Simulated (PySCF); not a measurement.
# Ti²⁺ (titanium, charge +2) across methods

[Ar] 3d1 4s1, high-spin 3D determinant (an excited configuration). Calculation: PySCF 2.14, in aug-cc-pwCVTZ-DK (10s9p7d4f3g, 127 functions); scalar relativity by spin-free X2C-1e.

```
method  E (hartree)  mean ε 3p β (eV)  mean ε 3d α (eV)  mean ε 4s α (eV)  Σ⟨r²⟩ (bohr²)   ⟨S²⟩
  PBE0     -852.591           -62.784           -27.816           -20.309          22.10  2.001
   LDA     -850.671           -60.111           -25.616           -19.800          22.00  2.000
r2SCAN     -852.738           -61.003           -26.243           -19.721          22.11  2.001
   UHF   -851.90166           -69.644           -33.396           -22.115          22.43  2.002
   PBE     -852.552           -60.041           -25.720           -19.558          22.07  2.000
PBEsol     -851.576           -59.977           -25.591           -19.593          22.05  2.000
 M06-L     -852.718           -61.082           -25.543           -19.421          21.99  2.001
```

Task: Estimate the same row for B97-3.

Result: E (hartree) = -852.682; mean ε 3p β (eV) = -62.964; mean ε 3d α (eV) = -27.827; mean ε 4s α (eV) = -20.204; Σ⟨r²⟩ (bohr²) = 22.08; ⟨S²⟩ = 2.001.
